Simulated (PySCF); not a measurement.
## Nuclear quadrupole coupling in `O=C(/C=C/c1ccccc1)C(F)(F)F`

Species: C10H7F3O.
Z-matrix (Å and degrees, PBE0-D3(BJ)/def2-SVP geometry), rows numbered from 1:
```
O 
C   1  1.2068
C   2  1.4666  1  125.87
C   3  1.3489  2  119.55  1    -0.21
C   4  1.4548  3  127.81  2  -179.92
C   5  1.4050  4  118.66  3  -179.08
C   6  1.3913  5  120.92  4   179.92
C   7  1.3937  6  119.87  5     0.04
C   8  1.3975  7  119.90  6     0.02
C   9  1.3880  8  120.25  7    -0.03
C   2  1.5435  1  119.52  3   179.78
F  11  1.3374  2  109.88  1  -119.45
F  11  1.3179  2  111.90  1     1.39
F  11  1.3375  2  110.09  1   122.28
H   3  1.0923  2  118.04  1   179.83
H   4  1.0966  3  115.84  2     0.09
H   6  1.0931  5  119.04  4    -0.07
H   7  1.0922  6  119.95  5   179.99
H   8  1.0925  7  120.11  6   179.98
H   9  1.0923  8  119.98  7   179.92
H  10  1.0919  5  119.92  4     0.16
```

Field gradients from the PBE0/pcSseg-1 density (PySCF, non-relativistic), principal values in atomic units, ordered |Vxx| ≤ |Vyy| ≤ |Vzz|:

```json
{"atom": "O1", "Vxx": "0.5351", "Vyy": "1.4083", "Vzz": "-1.9434"}
```

Problem. Find the asymmetry η = (Vxx − Vyy)/Vzz and the couplings χ = eQV/h (234.96 MHz × Q in barn × V in au), with Q(17O) = −0.0256 b.

Solution. 
```tsv
atom	environment	nucleus	η	χzz (MHz)	χxx (MHz)	χyy (MHz)
O1	ketone oxygen	17O	0.45	11.69	-3.22	-8.47
```

The tensor is traceless: Vxx + Vyy + Vzz = 0.

Problem. What is Vzz at O1 in SI units (1 au = 9.71736 × 10²¹ V/m²)?

Solution. -1.9434 au = -18.885 × 10²¹ V/m².

Problem. What couplings would deuterons (Q(2H) = 0.00286 b) have in place of the hydrogens, at this geometry?

Solution. 
```tsv
atom	bonded to	bond length (Å)	Vzz (au)	η	χzz (kHz)
H15	C3	1.092	0.3017	0.11	203
H16	C4	1.097	0.2856	0.04	192
H17	C6	1.093	0.2999	0.08	202
H18	C7	1.092	0.3029	0.07	204
H19	C8	1.092	0.3024	0.06	203
H20	C9	1.092	0.3026	0.07	203
H21	C10	1.092	0.3033	0.07	204
```

Isolated species at its PBE0-D3(BJ)/def2-SVP geometry (one conformer only). The basis is small and wasn't made for field gradients, so the couplings can be 20 % off.
